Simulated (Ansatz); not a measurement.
Input for Ansatz (a quantum-chemistry and plane-wave program): R-wB97M-V/def2-TZVPP on C2H8Si (SMILES CC[SiH3]).

Ansatz 0.2 input:
```yaml
crystal:
  periodic: [false, false, false]
  atoms:
    - {symbol: C, position_ang: [-1.30457007, 0.54339350, 0.19891889]}
    - {symbol: C, position_ang: [-0.30231691, -0.61763612, 0.18637076]}
    - {symbol: Si, position_ang: [1.43783887, -0.10558848, -0.31228638]}
    - {symbol: H, position_ang: [-2.30145657, 0.20816872, 0.49248456]}
    - {symbol: H, position_ang: [-1.00001558, 1.32360287, 0.89979414]}
    - {symbol: H, position_ang: [-1.38974040, 1.00540493, -0.78698051]}
    - {symbol: H, position_ang: [-0.25210638, -1.08447785, 1.17477103]}
    - {symbol: H, position_ang: [-0.63907990, -1.40042916, -0.50008611]}
    - {symbol: H, position_ang: [1.43133023, 0.48184380, -1.67565584]}
    - {symbol: H, position_ang: [1.96348812, 0.91631427, 0.62755553]}
    - {symbol: H, position_ang: [2.35662859, -1.27069648, -0.30478606]}
basis:
  gaussian:
    orbitals: def2-TZVPP
hamiltonian:
  xc: {name: wB97M-V}
scf: {lower_state_search: off}
```

Program output:

```
WARN ansatz: RAYON_NUM_THREADS=4 ignored (pool sized by the plan → 4); use --threads N
Functional definition: wB97M-V
these checks for a lower state are left out or cut short: stability, starts, cluster_reference, orbital_swaps, neighbouring_geometries, increment
integrals: 0.16 GiB planned
1123 factors; their error is unknown
integrals: 0.19 GiB planned
298 factors; integrals over basis functions are off by at most 1.2e-5 eV
mean field: 1.38 GiB planned
mean field evaluation 1: about -10077.1106 eV, gradient 4.1e1 eV
mean field evaluation 2: about -10078.4352 eV, gradient 3.3e1 eV
mean field evaluation 4: about -10080.9436 eV, gradient 6.2e-1 eV
mean field evaluation 8: about -10080.9449 eV, gradient 4.7e-1 eV
mean field evaluation 16: about -10080.9452 eV, gradient 1.8e-5 eV
mean field -10080.94519528 eV, -370.4679028164 hartree, gradient 4.4e-6 eV, S^2 0.000000; 0 other end points of the search recorded, 0 dependent functions left out
reference -10080.94524717 eV, -370.4679047234 hartree; 17, 17 occupied and 199, 199 virtual orbitals, 1123 factors
Total energy: -10080.94524717 eV, -370.4679047234 hartree
Checks for a lower state left out: stability, starts, cluster_reference, orbital_swaps, neighbouring_geometries, increment
```

The run converged.

Cost: about 8 core-seconds (a rough figure).
